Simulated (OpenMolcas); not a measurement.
Computed levels of 4d⁴ in ions with 40 electrons, in cm-1 above ⁵D₀.

```
Program             : OpenMolcas
Method              : CASSCF
Basis               : ANO-RCC-VTZP
Scalar Hamiltonian  : DKH2, point nucleus
Spin-orbit coupling : state interaction with AMFI integrals over the reference wave functions, term energies averaged over their components
```

Active space for each ion: 4 electrons in 10 orbitals (4d 5d).

```
 Level   Ru4+   Rh5+   Ag7+
   ⁵D₁    458    636   1152
   ⁵D₂   1253   1698   2910
   ⁵D₃   2277   3022   4955
   ⁵D₄   3459   4516   7151
³P₀(1)  19758  21421  24692
   ³H₄  19899  21898  25881
   ³H₅  20982  23395  28493
   ³H₆  21916  24599  30321
³P₁(1)  22151  24565  29655
```

Q: Estimate ⁵D₄, ³P₀(1), ³H₄ for Pd6+ from its neighbours Rh5+ and Ag7+.

A: ⁵D₄ is fine structure, which grows about as the fourth power of a screened charge, so the fourth roots are averaged: ((4516^0.25 + 7151^0.25) / 2)^4 = 5720. The calculation gives 5904, so the estimate is off by -3.1 %.
³P₀(1) is another term, which grows about linearly with the charge: (21421 + 24692) / 2 = 23056. The calculation gives 22906, so the estimate is off by +0.7 %.
³H₄ is another term, which grows about linearly with the charge: (21898 + 25881) / 2 = 23890. The calculation gives 23797, so the estimate is off by +0.4 %.

Without dynamic correlation excited terms often stand tens of per cent too high (terms of higher spin than the ground term too low), and those without a measured partner can miss by more than the paired ones. Active for correlation alone: 5d; no level in the range computed is led by a configuration that fills it, so any true level of that kind is missing. Only configurations of the active space appear.

A number in round brackets counts repeated terms of one configuration in the order of the reference energies.
